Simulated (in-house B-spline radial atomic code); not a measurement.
RPA and G0W0 for Tc VIII (Tc7+), [Ar] 3d10 4s2 4p6, as one setting changes: the share of exact exchange in the PBE hybrid start. A dash marks a level of low quasi-particle weight. Computed with a B-spline radial code for spherical atoms: all electrons, scalar-relativistic (spin-free one-electron X2C), finite nucleus, each spin shell either full or empty, empty states to l = 9 with an (l + 1/2)⁻⁴ tail; G0W0 by contour deformation at full frequency.

```tsv
share of exact exchange in the PBE hybrid start	mean-field level (eV)	G0W0 level (eV)	RPA correlation (Eh)
0	-142.21	4p -152.41	-2.7985
0.1	-143.33	4p -152.45	-2.7752
0.2	?	?	?
0.3	-145.55	4p -152.52	-2.7306
0.4	-146.67	4p -152.55	-2.7093
0.5	?	?	?
0.6	-148.89	4p -152.60	-2.6684
0.7	-150.01	4p -152.63	-2.6488
0.8	-151.12	4p -152.65	-2.6296
0.9	-152.23	4p -152.67	-2.6109
1	-153.34	4p -152.68	-2.5927
```

(1) What belongs in the row for 0.2?

(2) What belongs in the row for 0.5?

(3) At what share of exact exchange does G0W0 leave the highest level unchanged?

## Answers

(1) mean-field level (eV): -144.44; G0W0 level (eV): 4p -152.49; RPA correlation (Eh): -2.7526.

(2) mean-field level (eV): -147.78; G0W0 level (eV): 4p -152.58; RPA correlation (Eh): -2.6886.

(3) Near 0.94, where the shift changes sign (-0.437 eV at 0.9, +0.657 eV at 1).
